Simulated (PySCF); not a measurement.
Gas-phase reaction: 2 SnF4 + SF4 = 2 SnF3 + SF6

Method: PySCF energies plus ideal-gas RRHO corrections (1 bar). † marks an energy on the PBE0/def2-TZVP geometry and frequencies; other levels use their own. Open shells (unrestricted): SnF3 (multiplicity 2); the rest are closed-shell singlets. B3LYP is the form with VWN-RPA correlation. Sn: scalar-relativistic def2 core potential, no spin-orbit coupling. SnF3: computed as isolated molecules; such fragments, hydroxides, amides, oligomers or adducts are transient or little studied in the gas.

| level | ΔH°(298 K), kJ |
|---|---|
| B3LYP/def2-TZVP† | ___ |
| BLYP/def2-TZVP† | 300 |
| M06-2X/def2-TZVP† | 278 |
| PBE/def2-SVP | ___ |
| PBE0/def2-QZVP† | ___ |
| PBE0/def2-SVP† | ___ |
| PBE0/def2-TZVP | 255 |
| LDA/def2-TZVP† | 212 |
| ωB97X-V/def2-TZVP† | 288 |

Task: Some entries are withheld; supply them.

Result: 
- B3LYP/def2-TZVP†, ΔH°(298 K), kJ: 285
- PBE/def2-SVP, ΔH°(298 K), kJ: 252
- PBE0/def2-QZVP†, ΔH°(298 K), kJ: 266
- PBE0/def2-SVP†, ΔH°(298 K), kJ: 238
